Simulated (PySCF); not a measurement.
Gas-phase reaction: 2 CuF = Cu₂ + 2 F

Method: PySCF energies (xtb for GFN2) plus ideal-gas RRHO corrections (1 bar). Table values come from the NASA 1993 polynomials. After a fit of one offset per element over all species, the range-separated, M06-2X, PBE0/def2-QZVP and CCSD(T)/def2-TZVPP enthalpies, where run, lie to one side of the table for Cu₂ (-17 kJ/mol): a fault of the table's entry, another state or a shared error of the levels is possible; this was not checked at source. † marks an energy on the PBE0/def2-TZVP geometry and frequencies; other levels use their own. MP2 freezes the core. 6-31G* has spherical d functions here. Open shells (unrestricted): F (multiplicity 2, electronic degeneracy 6); the rest are closed-shell singlets. GFN2 has no spin-polarisation term. Spin-orbit splitting is ignored; it lowers the true energy and changes the entropy of F. Cu: all electrons, no relativistic terms. MP2 isn't extrapolated to the basis-set limit; its ΔH°(298 K) is 614.0 kJ in def2-SVP and 666.9 kJ in def2-TZVPP. The harmonic model lacks anharmonicity and excited electronic states, which grow with temperature; levels with a mode under 35 cm⁻¹ are left out. The table's entry may be an old estimate for CuF, Cu₂ (not checked at source).

| level | ΔH°(298 K), kJ | minus table | ΔG°(1600 K), kJ |
|---|---|---|---|
| table | 669.2 | - | 485.7 |
| BLYP/def2-TZVP† | 601.3 | -67.9 | 415.1 |
| GFN2-xTB | 637.4 | -31.8 | 456.2 |
| HF/6-31G* | 434.3 | -234.9 | 249.2 |
| HF/def2-TZVP† | 379.4 | -289.8 | 193.3 |
| M06-2X/def2-TZVP† | 596.9 | -72.3 | 410.8 |
| MP2/def2-TZVPP† | 666.9 | -2.3 | 480.7 |
| PBE/def2-SVP | 623.8 | -45.4 | 438.5 |
| PBE0/def2-SVP† | 569.1 | -100.1 | 383.0 |
| r2SCAN/def2-TZVP† | 597.4 | -71.8 | 411.2 |
| LDA/def2-TZVP† | 724.1 | 54.9 | 537.9 |
